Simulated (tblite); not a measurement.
C6H11BFN.
Numbering: `[CH3:1][CH2:2][C:3]#[N+:4][BH2-:5]/[CH:6]=[C:7](/[CH3:8])[F:9]` (hydrogens: H10, H11, H12 on C1; H13, H14 on C2; H15, H16 on B5; H17 on C6; H18, H19, H20 on C8)
Bond orders are those of one Lewis drawing.

Computed with GFN2-xTB (tblite), gas phase: L-BFGS steps from a force-field or distance-geometry start until the largest atomic force falls under 0.01 eV/Å.

The end geometry, which sets the zero of energy:
```
atom  x, y, z in Å
C1     -2.4410    1.5566   -0.3336
C2     -2.8260    0.0745   -0.3837
C3     -1.6809   -0.7471   -0.1172
N4     -0.7441   -1.3738    0.0990
B5      0.4740   -2.1515    0.3763
C6      1.7512   -1.1765    0.4138
C7      1.8488    0.1357    0.3147
C8      3.0713    0.9963    0.3760
F9      0.7224    0.9157    0.1323
H10    -2.0637    1.8177    0.6510
H11    -3.3105    2.1698   -0.5550
H12    -1.6607    1.7695   -1.0586
H13    -3.2195   -0.1823   -1.3720
H14    -3.5959   -0.1458    0.3622
H15     0.2953   -2.6701    1.4376
H16     0.5602   -2.9480   -0.5095
H17     2.6943   -1.6887    0.5550
H18     3.0117    1.6709    1.2313
H19     3.9609    0.3813    0.4683
H20     3.1468    1.6061   -0.5250
```

Question: These geometries come from the run, each turned onto the end geometry. Order them by energy, lowest first.
A.
```
atom  x, y, z in Å
C1     -2.4081    1.5746   -0.3423
C2     -2.7817    0.0890   -0.4089
C3     -1.6552   -0.7527   -0.1221
N4     -0.7522   -1.4182    0.1219
B5      0.4736   -2.1854    0.4004
C6      1.7383   -1.1880    0.3655
C7      1.8098    0.1308    0.3902
C8      3.0233    1.0082    0.3708
F9      0.6620    0.9007    0.3945
H10    -2.0165    1.8240    0.6398
H11    -3.2877    2.1819   -0.5476
H12    -1.6374    1.8091   -1.0707
H13    -3.1568   -0.1614   -1.4064
H14    -3.5658   -0.1329    0.3218
H15     0.3348   -2.6814    1.4788
H16     0.5443   -3.0123   -0.4578
H17     2.6994   -1.6851    0.3468
H18     2.9575    1.7598    1.1579
H19     3.9220    0.4165    0.5146
H20     3.0909    1.5329   -0.5841
```
B.
```
atom  x, y, z in Å
C1     -2.6672    1.5600   -0.4415
C2     -2.8933    0.0518   -0.5134
C3     -1.6999   -0.6850   -0.1764
N4     -0.7399   -1.2590    0.0975
B5      0.4868   -2.0175    0.4569
C6      1.7477   -1.0873    0.1179
C7      2.0380    0.0444    0.7152
C8      3.2308    0.8981    0.4253
F9      1.2012    0.5438    1.6757
H10    -2.3719    1.8514    0.5592
H11    -3.5782    2.0917   -0.6996
H12    -1.8892    1.8598   -1.1326
H13    -3.2188   -0.2213   -1.5202
H14    -3.6950   -0.2288    0.1755
H15     0.4548   -2.2451    1.6264
H16     0.5207   -3.0076   -0.2013
H17     2.4693   -1.4240   -0.6142
H18     3.2532    1.7969    1.0297
H19     4.1284    0.3177    0.6081
H20     3.2173    1.1703   -0.6253
```
C.
```
atom  x, y, z in Å
C1     -2.3873    1.5652   -0.3349
C2     -2.7865    0.0875   -0.4020
C3     -1.6588   -0.7527   -0.1196
N4     -0.7490   -1.4109    0.1178
B5      0.4725   -2.1835    0.3932
C6      1.7388   -1.1901    0.4000
C7      1.8080    0.1270    0.3650
C8      3.0131    1.0152    0.3628
F9      0.6573    0.8918    0.3119
H10    -1.9962    1.8078    0.6488
H11    -3.2541    2.1894   -0.5327
H12    -1.6181    1.7874   -1.0691
H13    -3.1707   -0.1575   -1.3973
H14    -3.5712   -0.1278    0.3302
H15     0.3089   -2.6980    1.4584
H16     0.5558   -2.9888   -0.4861
H17     2.6973   -1.6926    0.4380
H18     2.9434    1.7467    1.1682
H19     3.9216    0.4359    0.4920
H20     3.0697    1.5581   -0.5816
```
D.
```
atom  x, y, z in Å
C1     -2.5591    1.5546   -0.4070
C2     -2.8527    0.0505   -0.4718
C3     -1.6837   -0.7007   -0.0988
N4     -0.7228   -1.2676    0.1746
B5      0.4759   -2.0800    0.4366
C6      1.7787   -1.1790    0.1317
C7      1.9599    0.0672    0.5374
C8      3.1647    0.9566    0.4179
F9      0.9225    0.7281    1.1801
H10    -2.2073    1.8260    0.5855
H11    -3.4627    2.1169   -0.6354
H12    -1.7854    1.8140   -1.1253
H13    -3.1457   -0.2296   -1.4912
H14    -3.6859   -0.1916    0.1979
H15     0.4517   -2.3502    1.5936
H16     0.3389   -3.0311   -0.2678
H17     2.6216   -1.6466   -0.3703
H18     3.0617    1.7886    1.1139
H19     4.0825    0.4194    0.6525
H20     3.2420    1.3648   -0.5912
```
E.
```
atom  x, y, z in Å
C1     -2.4605    1.5766   -0.3637
C2     -2.7852    0.0820   -0.4242
C3     -1.6418   -0.7223   -0.1027
N4     -0.7322   -1.3765    0.1472
B5      0.4832   -2.1603    0.4170
C6      1.7472   -1.1833    0.2748
C7      1.8260    0.1271    0.4228
C8      3.0511    0.9831    0.3756
F9      0.6917    0.8800    0.6723
H10    -2.0815    1.8428    0.6189
H11    -3.3582    2.1521   -0.5810
H12    -1.6922    1.8259   -1.0898
H13    -3.1206   -0.1927   -1.4285
H14    -3.5862   -0.1613    0.2790
H15     0.3706   -2.5605    1.5376
H16     0.4968   -3.0306   -0.4028
H17     2.6914   -1.6756    0.0807
H18     2.9776    1.7494    1.1428
H19     3.9311    0.3827    0.5774
H20     3.1861    1.4719   -0.5904
```

Answer: C (0.005 eV), A (0.010 eV), E (0.033 eV), D (0.108 eV), B (0.193 eV).

In the order of the answer:

```tsv
step	E above end (eV)	largest force (eV/Å)	rms force component (eV/Å)	rms distance from end (Å)	rms bond change (Å)	bond most changed (Å)
66	0.005	0.06	0.017	0.077	0.001	B5–C6 +0.002
61	0.010	0.09	0.025	0.099	0.001	B5–C6 +0.004
49	0.033	0.16	0.050	0.186	0.002	C8–H18 -0.004
36	0.108	0.25	0.069	0.375	0.004	B5–H15 -0.006
5	0.193	0.39	0.107	0.537	0.006	N4–B5 +0.015
```

What follows is the cost of the whole relaxation. The run took 1.3 s on one thread, Arm Neoverse N1 (aarch64), on a shared host.
